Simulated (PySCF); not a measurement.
Computed Raman spectrum (relative Raman activity) of a molecule C4H7NO. The structure is a stationary point at ωB97X-D3(BJ)/def2-SVP. The values are those of a single conformer. These are ωB97X-D3(BJ)/def2-SVP (PySCF) values and carry that method's errors. Frequencies are harmonic and unscaled.

ν (cm⁻¹): 56 (vw), 1045 (vw), 1138 (vw), 1187 (vw), 1231 (m), 1325 (w), 1381 (vw), 1411 (w), 1433 (w), 1479 (w), 1756 (s), 1804 (vs), 3042 (m), 3061 (s), 3116 (m), 3125 (m), 3187 (s), 3294 (m), 3880 (m) (against the strongest line: vs over 80 %, s over 45 %, m over 15 %, w over 4 %, vw less)

### Question
Which molecule gave these data?
(A) C/N=C1\CCO1
(B) CCC1=NCO1
(C) C=C/N=C/CO
(D) C[C@@H](C#N)CO

### Answer
C, C=C/N=C/CO
